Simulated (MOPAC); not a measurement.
MOPAC input (AM1):

```
AM1 1SCF UHF MS=0.5 GEO-OK AUX(PRECISION=9) THREADS=1
H7N2Si2

N     2.09548400 1    0.34716400 1    0.27637600 1
Si    0.95473100 1   -0.67173900 1   -0.53175600 1
Si   -1.18536800 1   -0.28050100 1    0.32972500 1
N    -1.52953100 1    1.37589200 1   -0.05418200 1
H     1.90188800 1    1.32804900 1    0.40593800 1
H     3.08418200 1    0.15273000 1    0.28142000 1
H     1.44934000 1   -2.06863200 1   -0.36282100 1
H    -2.11179000 1   -1.29133000 1   -0.25932100 1
H    -1.31073700 1   -0.38116600 1    1.80725200 1
H    -2.28939800 1    1.84742300 1    0.41307600 1
H    -1.45624000 1    1.68290200 1   -1.01247400 1
```

Output:

```
 *******************************************************************************
 **                                                                           **
 **                              MOPAC v23.2.5                                **
 **                                                                           **
 *******************************************************************************
 ** MOPAC's Digital Object Identifier: https://doi.org/10.5281/zenodo.6511958 **
 **                                                                           **
 ** Please cite the open-source release paper for use of this MOPAC version:  **
 ** J. E. Moussa and J. J. P. Stewart (2026)                                  **
 ** MOPAC: An open-source semiempirical molecular orbital program             **
 ** J. Open Source Softw., 11(119), 8025, https://doi.org/10.21105/joss.08025 **
 *******************************************************************************

                              AM1 CALCULATION RESULTS

 *******************************************************************************
 *  AM1        - The AM1 Hamiltonian to be used
 *  GEO-OK     - OVERRIDE INTERATOMIC DISTANCE AND OTHER SAFETY CHECKS
 *  UHF        - UNRESTRICTED HARTREE-FOCK CALCULATION
 *  MS=        - IN MECI, MAGNETIC COMPONENT OF SPIN =  0.5
 *  1SCF       - DO 1 SCF AND THEN STOP
 *  AUX        - OUTPUT AUXILIARY INFORMATION
 *******************************************************************************
AM1 1SCF UHF MS=0.5 GEO-OK AUX(PRECISION=9) THREADS=1
 H7N2Si2

   ATOM   CHEMICAL          X               Y               Z
  NUMBER   SYMBOL      (ANGSTROMS)     (ANGSTROMS)     (ANGSTROMS)

     1       N          2.09548400  *   0.34716400  *   0.27637600  *
     2      Si          0.95473100  *  -0.67173900  *  -0.53175600  *
     3      Si         -1.18536800  *  -0.28050100  *   0.32972500  *
     4       N         -1.52953100  *   1.37589200  *  -0.05418200  *
     5       H          1.90188800  *   1.32804900  *   0.40593800  *
     6       H          3.08418200  *   0.15273000  *   0.28142000  *
     7       H          1.44934000  *  -2.06863200  *  -0.36282100  *
     8       H         -2.11179000  *  -1.29133000  *  -0.25932100  *
     9       H         -1.31073700  *  -0.38116600  *   1.80725200  *
    10       H         -2.28939800  *   1.84742300  *   0.41307600  *
    11       H         -1.45624000  *   1.68290200  *  -1.01247400  *

          CARTESIAN COORDINATES

    NO.       ATOM           X           Y           Z

     1         N          2.0955      0.3472      0.2764
     2        Si          0.9547     -0.6717     -0.5318
     3        Si         -1.1854     -0.2805      0.3297
     4         N         -1.5295      1.3759     -0.0542
     5         H          1.9019      1.3280      0.4059
     6         H          3.0842      0.1527      0.2814
     7         H          1.4493     -2.0686     -0.3628
     8         H         -2.1118     -1.2913     -0.2593
     9         H         -1.3107     -0.3812      1.8073
    10         H         -2.2894      1.8474      0.4131
    11         H         -1.4562      1.6829     -1.0125

  H: (AM1): M.J.S. DEWAR ET AL, J. AM. CHEM. SOC. 107 3902-3909 (1985)
  N: (AM1): M.J.S. DEWAR ET AL, J. AM. CHEM. SOC. 107 3902-3909 (1985)
 Si: (AM1): M.J.S.DEWAR, C. JIE, ORGANOMETALLICS, 6, 1486-1490 (1987).

           Empirical Formula: H7 N2 Si2  =    11 atoms

      MOLECULAR POINT GROUP   :   C1

          UHF CALCULATION, NO. OF ALPHA ELECTRONS =   13
                           NO. OF BETA  ELECTRONS =   12

 -------------------------------------------------------------------------------
 AM1 1SCF UHF MS=0.5 GEO-OK AUX(PRECISION=9) THREADS=1
 H7N2Si2

     1SCF WAS SPECIFIED, SO BFGS WAS NOT USED
     SCF FIELD WAS ACHIEVED

                              AM1 CALCULATION
                                                       MOPAC v23.2.5 Linux

          FINAL HEAT OF FORMATION =         -5.87646 KCAL/MOL =     -24.58709 KJ/MOL

          COSMO AREA              =        136.17 SQUARE ANGSTROMS
          COSMO VOLUME            =        131.45 CUBIC ANGSTROMS

          IONIZATION POTENTIAL    =          7.915504 EV
          ALPHA SOMO LUMO (EV)    =         -7.916 -0.535
          BETA  SOMO LUMO (EV)    =         -9.193 -0.283
          NO. OF ALPHA ELECTRONS  =         13
          NO. OF BETA  ELECTRONS  =         12
          MOLECULAR WEIGHT        =         91.2397         POINT GROUP:  C1

          MOLECULAR DIMENSIONS (Angstroms)

            Atom       Atom       Distance
            H    10    H     6     5.63602
            H     8    H     5     3.77770
            H    11    H     9     3.15737

          SCF CALCULATIONS        =          1

   ATOM   CHEMICAL          X               Y               Z
  NUMBER   SYMBOL      (ANGSTROMS)     (ANGSTROMS)     (ANGSTROMS)

     1       N          2.09548400  *   0.34716400  *   0.27637600  *
     2      Si          0.95473100  *  -0.67173900  *  -0.53175600  *
     3      Si         -1.18536800  *  -0.28050100  *   0.32972500  *
     4       N         -1.52953100  *   1.37589200  *  -0.05418200  *
     5       H          1.90188800  *   1.32804900  *   0.40593800  *
     6       H          3.08418200  *   0.15273000  *   0.28142000  *
     7       H          1.44934000  *  -2.06863200  *  -0.36282100  *
     8       H         -2.11179000  *  -1.29133000  *  -0.25932100  *
     9       H         -1.31073700  *  -0.38116600  *   1.80725200  *
    10       H         -2.28939800  *   1.84742300  *   0.41307600  *
    11       H         -1.45624000  *   1.68290200  *  -1.01247400  *

                             CARTESIAN COORDINATES

   1    N        2.095484000     0.347164000     0.276376000
   2   Si        0.954731000    -0.671739000    -0.531756000
   3   Si       -1.185368000    -0.280501000     0.329725000
   4    N       -1.529531000     1.375892000    -0.054182000
   5    H        1.901888000     1.328049000     0.405938000
   6    H        3.084182000     0.152730000     0.281420000
   7    H        1.449340000    -2.068632000    -0.362821000
   8    H       -2.111790000    -1.291330000    -0.259321000
   9    H       -1.310737000    -0.381166000     1.807252000
  10    H       -2.289398000     1.847423000     0.413076000
  11    H       -1.456240000     1.682902000    -1.012474000

           Empirical Formula: H7 N2 Si2  =    11 atoms

      MOLECULAR POINT GROUP   :   C1

          ALPHA EIGENVALUES
 -32.27954 -31.85248 -16.91572 -16.43227 -16.15255 -15.63552 -13.76947 -12.60562
 -12.33623 -11.62261 -10.73005  -9.44074  -7.91550  -0.53516   1.35507   1.61279
   1.95812   2.18528   2.42412   5.06830   5.37955   6.01495   6.25583

           BETA EIGENVALUES
 -31.94927 -31.82705 -16.82525 -16.41113 -16.02812 -15.55616 -13.74075 -12.45972
 -12.20129 -10.65598 -10.27257  -9.19347  -0.28317  -0.18286   1.60717   1.73659
   2.02016   2.40039   2.52774   5.19031   5.37057   6.08486   6.25080

              NET ATOMIC CHARGES AND DIPOLE CONTRIBUTIONS

  ATOM NO.   TYPE          CHARGE      No. of ELECS.   s-Pop       p-Pop
    1          N          -0.589704        5.5897     1.51535     4.07436
    2         Si           0.380326        3.6197     0.98924     2.63043
    3         Si           0.645832        3.3542     0.87119     2.48298
    4          N          -0.644901        5.6449     1.53392     4.11098
    5          H           0.186710        0.8133     0.81329
    6          H           0.185834        0.8142     0.81417
    7          H          -0.149601        1.1496     1.14960
    8          H          -0.200010        1.2000     1.20001
    9          H          -0.156068        1.1561     1.15607
   10          H           0.172018        0.8280     0.82798
   11          H           0.169565        0.8304     0.83044
 DIPOLE           X         Y         Z       TOTAL
 POINT-CHG.     0.220    -0.105    -1.277     1.300
 HYBRID         0.148     1.113     0.626     1.286
 SUM            0.369     1.008    -0.650     1.255

          ATOMIC ORBITAL ELECTRON POPULATIONS

     Atom    s        px        py        pz
    1  N   1.51535   1.16524   1.19851   1.71061
    2 Si   0.98924   0.88317   0.78756   0.95970
    3 Si   0.87119   0.94866   0.68372   0.85060
    4  N   1.53392   1.55597   1.32934   1.22567
    5  H   0.81329
    6  H   0.81417
    7  H   1.14960
    8  H   1.20001
    9  H   1.15607
   10  H   0.82798
   11  H   0.83044

                    (SZ)    =    0.500000
                    (S**2)  =    0.775598

          ATOMIC ORBITAL SPIN POPULATIONS

    Atom   Total    s     px     py     pz
         Atomic
    1  N  0.1610  0.008  0.005  0.013  0.134
    2 Si  0.9896  0.246  0.082  0.073  0.588
    3 Si -0.1039 -0.025 -0.055 -0.005 -0.020
    4  N  0.0035 -0.000 -0.001  0.005  0.000
    5  H -0.0063 -0.006
    6  H -0.0055 -0.005
    7  H -0.0556 -0.056
    8  H  0.0029  0.003
    9  H  0.0183  0.018
   10  H -0.0038 -0.004
   11  H -0.0003 -0.000

 **********************
 *                    *
 * JOB ENDED NORMALLY *
 *                    *
 **********************

 == MOPAC DONE ==
```

The geometry given is a B3LYP-D3(BJ)/def2-TZVP minimum.
